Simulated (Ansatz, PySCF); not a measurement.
The pair A = CH3F (SMILES CF) (first 5 atoms), B = CH2O (SMILES C=O); geometry from B3LYP-D3(BJ)/def2-TZVP.
(charge 0, multiplicity 1):
```xyz
9

C     -0.5414    -0.1869    -0.1505
F     -0.4407     1.0388     0.5134
H     -0.5796    -0.9803     0.5948
H     -1.4522    -0.1788    -0.7491
H      0.3335    -0.3031    -0.7900
C     -0.3891     0.4197     3.2113
O     -0.4717    -0.7769     3.1502
H     -1.2827     1.0675     3.2748
H      0.5854     0.9417     3.2116
```

Frozen-core correlation. CBS(a, b) extrapolates the correlation energy as X⁻³ and adds the Hartree–Fock energy of set b. MP2 and its Hartree–Fock in aug-cc-pVTZ are density fitted.

Codes used: Ansatz (a quantum-chemistry and plane-wave program); PySCF for the dispersion terms. Values without a source in brackets are computed.

The monomers are drawn apart, rigid, along the line of their centres of mass. Counterpoise-corrected interaction energies (kcal/mol):

```json
[
 {"level": "PBE/def2-TZVPPD", "R = 4.153 Å": "-1.0828", "R = 5.261 Å": "-0.4502"},
 {"level": "PBE-D3(BJ)/def2-TZVPPD", "R = 4.153 Å": "-1.3820", "R = 5.261 Å": "-0.5361"},
 {"level": "wB97M-V/def2-TZVPPD", "R = 4.153 Å": "-1.3776", "R = 5.261 Å": "-0.5844"},
 {"level": "MP2/CBS(aug-cc-pVDZ, aug-cc-pVTZ) + ΔCCSD(T)/aug-cc-pVDZ", "R = 4.153 Å": "-1.3619", "R = 5.261 Å": "-0.5684"}
]
```

**Question.** R is the distance of the centres of mass. Find the local exponent m of E ∝ R⁻ᵐ between the two points.

**Answer.** 
m = ln(E₁/E₂)/ln(R₂/R₁): PBE/def2-TZVPPD 3.7; PBE-D3(BJ)/def2-TZVPPD 4.0; wB97M-V/def2-TZVPPD 3.6; MP2/CBS(aug-cc-pVDZ, aug-cc-pVTZ) + ΔCCSD(T)/aug-cc-pVDZ 3.7. For scale, two fixed dipoles give m = 3, dipole and quadrupole 4, quadrupoles 5, and dispersion or dipole-induced dipole 6 at long range; at these distances several terms mix, and what is left of overlap and damping shifts m, so it need not match one of them.
